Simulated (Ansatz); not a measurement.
C2H9GaO2 (`[CH3][Ga-]([CH3])([OH])[OH2+]`) at its PBE0-D4/def2-TZVP geometry, where that method's forces vanish. Total charge 0; spin multiplicity 1.

```csv
atom,x (Å),y (Å),z (Å)
C1,-0.6326,1.8173,0.7925
Ga2,0.1621,0.2364,-0.0493
C3,-0.2831,-0.6155,-1.7745
O4,1.8639,-0.1526,0.5927
O5,-0.2782,-1.3295,1.4266
H6,-1.7226,1.7560,0.8092
H7,-0.2730,1.9147,1.8182
H8,-0.3568,2.7249,0.2499
H9,0.0278,0.0193,-2.6085
H10,-1.3602,-0.7721,-1.8727
H11,0.2165,-1.5805,-1.8905
H12,2.4709,-0.5006,-0.0616
H13,0.7009,-1.3390,1.5121
H14,-0.5353,-2.1789,1.0559
```

(1) For each bond, give half the difference of the two atoms' forces along it (eV/Å; positive pushes the atoms apart) under PBE-D4, r2SCAN-D4, B3LYP-D4, ωB97M-V in def2-TZVPP. (Best estimate.)

## Answers

(1) Ansatz gave: 
```json
{"bond": "C1–Ga2", "length (Å)": "1.959", "PBE-D4": "-0.05", "r2SCAN-D4": "-0.01", "B3LYP-D4": "0.07", "ωB97M-V": "-0.02"}
{"bond": "C1–H6", "length (Å)": "1.092", "PBE-D4": "0.11", "r2SCAN-D4": "0.00", "B3LYP-D4": "-0.06", "ωB97M-V": "-0.04"}
{"bond": "C1–H7", "length (Å)": "1.091", "PBE-D4": "0.09", "r2SCAN-D4": "-0.01", "B3LYP-D4": "-0.07", "ωB97M-V": "-0.04"}
{"bond": "C1–H8", "length (Å)": "1.093", "PBE-D4": "0.11", "r2SCAN-D4": "0.00", "B3LYP-D4": "-0.06", "ωB97M-V": "-0.04"}
{"bond": "Ga2–C3", "length (Å)": "1.975", "PBE-D4": "-0.11", "r2SCAN-D4": "-0.03", "B3LYP-D4": "0.07", "ωB97M-V": "-0.01"}
{"bond": "Ga2–O4", "length (Å)": "1.860", "PBE-D4": "0.27", "r2SCAN-D4": "0.02", "B3LYP-D4": "0.17", "ωB97M-V": "0.08"}
{"bond": "Ga2–O5", "length (Å)": "2.196", "PBE-D4": "0.12", "r2SCAN-D4": "-0.03", "B3LYP-D4": "0.10", "ωB97M-V": "0.02"}
{"bond": "C3–H9", "length (Å)": "1.093", "PBE-D4": "0.11", "r2SCAN-D4": "-0.01", "B3LYP-D4": "-0.07", "ωB97M-V": "-0.05"}
{"bond": "C3–H10", "length (Å)": "1.093", "PBE-D4": "0.11", "r2SCAN-D4": "0.00", "B3LYP-D4": "-0.06", "ωB97M-V": "-0.04"}
{"bond": "C3–H11", "length (Å)": "1.093", "PBE-D4": "0.10", "r2SCAN-D4": "0.00", "B3LYP-D4": "-0.07", "ωB97M-V": "-0.04"}
{"bond": "O4–H12", "length (Å)": "0.958", "PBE-D4": "0.40", "r2SCAN-D4": "0.06", "B3LYP-D4": "-0.03", "ωB97M-V": "-0.06"}
{"bond": "O5–H13", "length (Å)": "0.983", "PBE-D4": "0.45", "r2SCAN-D4": "0.06", "B3LYP-D4": "0.00", "ωB97M-V": "-0.08"}
{"bond": "O5–H14", "length (Å)": "0.962", "PBE-D4": "0.37", "r2SCAN-D4": "0.06", "B3LYP-D4": "0.01", "ωB97M-V": "-0.02"}
```

B3LYP here is the variant with VWN-RPA as its local correlation; programs differ in this.
